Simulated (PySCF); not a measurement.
FGa, singlet, at a GFN2-xTB geometry (such geometries of metal compounds can be far from the true shape); PySCF with DF-BLYP/6-311G**.

Input for PySCF:
```python
from pyscf import gto, scf, dft

mol = gto.Mole()
mol.atom = '''
    Ga   -0.000000   -0.000000   -0.404797
    F     0.000000    0.000000    1.394301
'''
mol.basis = '6-311g**'
mol.charge = 0
mol.spin = 0
mol.verbose = 4
mol.build()

mf = dft.RKS(mol)
mf.xc = 'blyp'
mf = mf.density_fit(auxbasis='def2-universal-jkfit')
mf.kernel()
```

Output, abridged:

```
PySCF version 2.14.0

[INPUT] verbose = 4
[INPUT] num. atoms = 2
[INPUT] num. electrons = 40
[INPUT] charge = 0
[INPUT] spin (= nelec alpha-beta = 2S) = 0
[INPUT] symmetry False subgroup None
[INPUT] Mole.unit = angstrom
[INPUT] Symbol           X                Y                Z      unit          X                Y                Z       unit  Magmom
[INPUT]  1 Ga     0.000000000000   0.000000000000  -0.404797000000 AA    0.000000000000   0.000000000000  -0.764955466046 Bohr   0.0
[INPUT]  2 F      0.000000000000   0.000000000000   1.394301000000 AA    0.000000000000   0.000000000000   2.634847025207 Bohr   0.0

nuclear repulsion = 82.0635906697023
number of shells = 26
number of NR pGTOs = 115
number of NR cGTOs = 62
basis = 6-311g**
ecp = {}

******** <class 'pyscf.df.df_jk.DFRKS'> ********
method = DFRKS
initial guess = minao
damping factor = 0
level_shift factor = 0
DIIS = <class 'pyscf.scf.diis.CDIIS'>
diis_start_cycle = 1
diis_space = 8
diis_damp = 0
SCF conv_tol = 1e-09
SCF conv_tol_grad = None
SCF max_cycles = 50
direct_scf = False
XC library pyscf.dft.libxc version 7.1.2
    S. Lehtola, C. Steigemann, M. J. T. Oliveira, and M. A. L. Marques,  SoftwareX 7, 1–5 (2018)
XC functionals = blyp
    A. D. Becke,  Phys. Rev. A 38, 3098 (1988)
    C. Lee, W. Yang, and R. G. Parr,  Phys. Rev. B 37, 785 (1988)
    B. Miehlich, A. Savin, H. Stoll, and H. Preuss,  Chem. Phys. Lett. 157, 200 (1989)
radial grids:
    Treutler-Ahlrichs [JCP 102, 346 (1995); DOI:10.1063/1.469408] (M4) radial grids

becke partition: Becke, JCP 88, 2547 (1988); DOI:10.1063/1.454033
pruning grids: <function nwchem_prune>
grids dens level: 3
symmetrized grids: False
atomic radii adjust function: <function treutler_atomic_radii_adjust>
small_rho_cutoff = 0
Set gradient conv threshold to 3.16228e-05
Initial guess from minao.
tot grids = 35168
init E= -2023.15893257941
  HOMO = -0.248395228079693  LUMO = -0.0688373053837349  gap/eV = 4.88602
cycle= 1 E= -2024.61484930949  delta_E= -1.46  |g|= 1.99  |ddm|= 1.05
  HOMO = -0.134585265202447  LUMO = -0.0229160979078728  gap/eV = 3.03867
cycle= 2 E= -2019.4070247416  delta_E= 5.21  |g|= 4.93  |ddm|= 2.53
  HOMO = -0.243954302605143  LUMO = -0.0633782933309681  gap/eV = 4.91372
cycle= 3 E= -2024.47649564349  delta_E= -5.07  |g|= 1.44  |ddm|= 2.55
  HOMO = -0.228776983238187  LUMO = -0.061897822798861  gap/eV = 4.54101
cycle= 4 E= -2024.80897616735  delta_E= -0.332  |g|= 0.376  |ddm|= 0.87
  HOMO = -0.247540806084416  LUMO = -0.0796132552685351  gap/eV = 4.56954
cycle= 5 E= -2024.81753877013  delta_E= -0.00856  |g|= 0.161  |ddm|= 0.288
  HOMO = -0.241697564705174  LUMO = -0.0757388401160654  gap/eV = 4.51597
cycle= 6 E= -2024.82027085794  delta_E= -0.00273  |g|= 0.0714  |ddm|= 0.0791
  HOMO = -0.242797736807182  LUMO = -0.0751519726246647  gap/eV = 4.56187
cycle= 7 E= -2024.82116812059  delta_E= -0.000897  |g|= 0.0245  |ddm|= 0.0281
  HOMO = -0.243314426526806  LUMO = -0.0751773279995759  gap/eV = 4.57524
cycle= 8 E= -2024.82128178013  delta_E= -0.000114  |g|= 0.00219  |ddm|= 0.0149
  HOMO = -0.243272417497312  LUMO = -0.0750935091139302  gap/eV = 4.57638
cycle= 9 E= -2024.82128243567  delta_E= -6.56e-07  |g|= 0.000183  |ddm|= 0.00195
  HOMO = -0.24323199923419  LUMO = -0.0750699046268761  gap/eV = 4.57592
cycle= 10 E= -2024.82128244814  delta_E= -1.25e-08  |g|= 4.65e-05  |ddm|= 0.000348
  HOMO = -0.243238973793466  LUMO = -0.0750738117936843  gap/eV = 4.57601
cycle= 11 E= -2024.82128244849  delta_E= -3.44e-10  |g|= 1.14e-06  |ddm|= 4.87e-05
  HOMO = -0.243239126830398  LUMO = -0.0750740220714127  gap/eV = 4.57601
Extra cycle  E= -2024.82128244849  delta_E= -9.09e-13  |g|= 2.37e-06  |ddm|= 3e-06
converged SCF energy = -2024.82128244849
```
